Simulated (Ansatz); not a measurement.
System: sum formula BN₂H₄Cl, charge 0, multiplicity 1. 
Geometry from a B3LYP-D3(BJ)/def2-TZVP (Ansatz, a quantum-chemistry and plane-wave program) optimisation:
SMILES: B(N)(N)Cl
```xyz
8

N     -1.1176    -1.2074    -0.2308
B      0.0437    -0.4192    -0.1476
N      1.3329    -0.8584    -0.4964
Cl    -0.1325     1.2714     0.4475
H     -1.1216    -2.1602    -0.5500
H     -2.0201    -0.8535     0.0290
H      1.5326    -1.7822    -0.8377
H      2.1363    -0.2615    -0.4215
```

Total electronic energies in hartree. Correlated levels leave the core frozen unless marked. No spin-orbit coupling. Non-relativistic. Basis-set limits of correlation are two-point, X^-3; Hartree-Fock from the larger set.

```csv
level,program,energy (Eh)
HF/aug-cc-pV(Q+d)Z,Ansatz,-595.64419
PBE-D4/def2-TZVPD,Ansatz + dftd4,?
BLYP-D3(BJ)/def2-TZVPD,Ansatz + dftd3,-597.12833
PBE0-D4/def2-TZVP,Ansatz + dftd4,?
MP2/aug-cc-pV(T+d)Z,Ansatz,-596.36179
CCSD/STO-3G,Ansatz,-589.06388
CCSD/6-31G,Ansatz,-595.80115
CCSD(T) with core electrons (1s frozen past Ne)/cc-pwCVTZ,Ansatz,-596.84038
"CCSD(T)/CBS(aug-cc-pV(T+d)Z,aug-cc-pV(Q+d)Z)",Ansatz,-596.5135
```

Q: What belongs in the gaps?

A: 
- PBE-D4/def2-TZVPD, energy (Eh): -596.81179
- PBE0-D4/def2-TZVP, energy (Eh): -596.85961
